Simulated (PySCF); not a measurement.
C4H2BrCl, SMILES C#C/C(Cl)=C\Br. Atoms are numbered in the order given.

```xyz
8

C      2.5520     1.1002     0.0000
C      1.3402     1.0540     0.0000
C     -0.0763     1.0202     0.0000
Cl    -0.8712     2.5686     0.0000
C     -0.8397    -0.0874     0.0000
Br    -0.1355    -1.8085     0.0000
H      3.6262     1.1352     0.0000
H     -1.9287    -0.0268     0.0000
```
Charge 0, spin multiplicity 1.

Coordinates come from a PBE0-D3(BJ)/def2-SVP optimisation. The structure was generated by enumeration; whether it is a known compound was not checked.

Computed with PBE/pcSseg-1 (PySCF).

GIAO shieldings, no solvent; atoms alike by connectivity are averaged. δ = σ(ref) − σ: ¹³C against TMS (σ = 182.0 ppm); ³⁵Cl against HCl (σ = 936.5 ppm); ¹H against TMS (σ = 31.49 ppm), references at their B3LYP-D3(BJ)/def2-TZVP geometries, non-relativistic (without spin–orbit terms, shifts of atoms bonded to Cl or Br come out too high).

Q: Estimate the chemical shifts. (An estimate is asked for; the answer gives what the named calculation found.)

A: 
| nucleus | atoms | count | δ (ppm) |
|---|---|---|---|
| ¹³C | C5 | 1 | 136.1 |
| ¹³C | C3 | 1 | 128.1 |
| ¹³C | C1 | 1 | 97.3 |
| ¹³C | C2 | 1 | 83.8 |
| ³⁵Cl | Cl4 | 1 | 331.4 |
| ¹H | H8 | 1 | 6.75 |
| ¹H | H7 | 1 | 3.89 |
